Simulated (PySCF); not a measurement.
# How methods differ on the ionisation energy of Nd³⁺

Nd³⁺ [Xe] 4f3 [4f5/2^3, M_J = 9/2] → Nd⁴⁺ [Xe] 4f2 [4f5/2^2, M_J = 4], as a difference of total energies. Calculation: PySCF 2.14, in x2c-TZVPall-2c; the two-component X2C-1e Hamiltonian. Correlated levels: [Ar] 3d10 frozen; the 18 highest virtual spinors dropped. "Screened" scales the spin-orbit matrix elements by Boettger's factors to mimic the two-electron term; Breit and QED terms are absent.

```json
{"method": "GHF (spin-free)", "ionisation energy (eV)": "38.901"}
{"method": "GMP2 (spin-free)", "ionisation energy (eV)": "39.086"}
{"method": "GHF (screened spin-orbit)", "ionisation energy (eV)": "38.863"}
{"method": "GMP2 (screened spin-orbit)", "ionisation energy (eV)": "39.052"}
```

Task: How much does correlation contribute at GMP2 (screened spin-orbit)?

Result: 39.052 − (38.863) = 0.189 eV, measured against GHF (screened spin-orbit).

The spin-free rows relax to the high-spin LS determinant and lack the spin-orbit shift.

The labels give the starting determinants; with spin-orbit coupling the two ends relaxed to ⟨J²⟩ = 26.82, ⟨L²⟩ = 41.73, ⟨S²⟩ = 3.72 and ⟨J²⟩ = 20.79, ⟨L²⟩ = 29.65, ⟨S²⟩ = 1.97.

The determinant of Nd³⁺ and of Nd⁴⁺ mixes levels of different J (the jj label is only the starting occupation), so the difference between spin-free and spin-orbit rows is not the physical spin-orbit shift.

For comparison: 40.6 ± 0.04 eV (semi-empirical (NIST evaluation); NIST Atomic Spectra Database, ionization energies).
